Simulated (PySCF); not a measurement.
H₄SSi, SMILES S[SiH3].

Geometry optimised at r2SCAN-D4/def2-TZVP.

Method: r2SCAN-D4/def2-TZVP (PySCF 2.14.0).

Frequencies are harmonic and unscaled.

| mode | ν (cm⁻¹) | IR (km/mol) | moving atoms (share of kinetic energy) |
|---|---|---|---|
| 1 | 189 | 13.0 | H 98 % |
| 2 | 508 | 33.9 | S 46 %, Si 43 %, H 11 % |
| 3 | 537 | 19.6 | H 90 %, Si 8 % |
| 4 | 628 | 19.8 | H 90 % |
| 5 | 812 | 8.5 | H 88 % |
| 6 | 926 | 243.4 | H 93 % |
| 7 | 935 | 48.7 | H 97 % |
| 8 | 964 | 81.2 | H 97 % |
| 9 | 2218 | 79.2 | H 98 % |
| 10 | 2222 | 110.8 | H 96 % |
| 11 | 2246 | 82.3 | H 96 % |
| 12 | 2684 | 0.8 | H 97 % |
